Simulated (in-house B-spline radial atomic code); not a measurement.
Radial electron density of V IV (V3+), [Ar] 3d2. Computed with a radial B-spline atomic code at the basis-set limit: Dirac-Kohn-Sham LDA VWN5, spherical fractional occupations, Fermi nucleus of rms radius 3.6002 fm, inside a hard spherical wall at 3.66 bohr.

Columns: r (bohr), 4πr²n(r) (electrons per bohr), bar.

```
 0.00252   0.6322 #
 0.00301   0.8774 #
  0.0036    1.215 ##
  0.0043    1.671 ##
 0.00513    2.277 ###
 0.00613     3.09 #####
 0.00732    4.151 ######
 0.00874    5.517 ########
  0.0104    7.203 ###########
  0.0125    9.403 ##############
  0.0149    11.91 ##################
  0.0178    14.82 ######################
  0.0212    17.92 ###########################
  0.0254    21.15 ###############################
  0.0303    24.02 ####################################
  0.0362    26.23 #######################################
  0.0432    27.36 #########################################
  0.0516    27.18 ########################################
  0.0616    25.75 ######################################
  0.0736    23.57 ###################################
  0.0879    21.58 ################################
   0.105    20.84 ###############################
   0.125    21.99 #################################
    0.15    24.95 #####################################
   0.179    28.16 ##########################################
   0.214    29.69 ############################################
   0.255    27.95 #########################################
   0.305    22.84 ##################################
   0.364    16.33 ########################
   0.435    11.09 ################
   0.519    9.044 #############
    0.62    9.793 ###############
    0.74    11.23 #################
   0.884    11.27 #################
    1.06    9.255 ##############
    1.26    6.297 #########
    1.51    3.423 #####
     1.8     1.55 ##
    2.15   0.5672 #
    2.57   0.1628 
    3.06  0.03041 
    3.62 0.0001089
```

On this grid the curve has 3 maxima, near 0.0432, 0.214, 0.884 bohr.

The 3p3/2 radial function P(r) = rR(r), positive near the nucleus, with its small component Q(r) (sign convention: Q ≈ (P' + κP/r)/2c):

```csv
r (bohr),P,Q
0.00301,0.001235,-5.184e-05
0.0043,0.002478,-0.0001039
0.00613,0.004918,-0.0002061
0.00874,0.009679,-0.000405
0.0125,0.01892,-0.0007899
0.0178,0.03602,-0.0015
0.0254,0.06712,-0.002783
0.0362,0.1203,-0.004968
0.0516,0.2051,-0.008434
0.0736,0.325,-0.01337
0.105,0.4626,-0.01926
0.15,0.5583,-0.02431
0.214,0.5023,-0.02539
0.305,0.189,-0.0198
0.435,-0.3622,-0.008199
0.62,-0.8989,0.003857
0.884,-1.075,0.009688
1.26,-0.8052,0.00804
1.8,-0.3744,0.003721
2.57,-0.09522,0.0009408
3.62,-0.001818,0.0001699
```
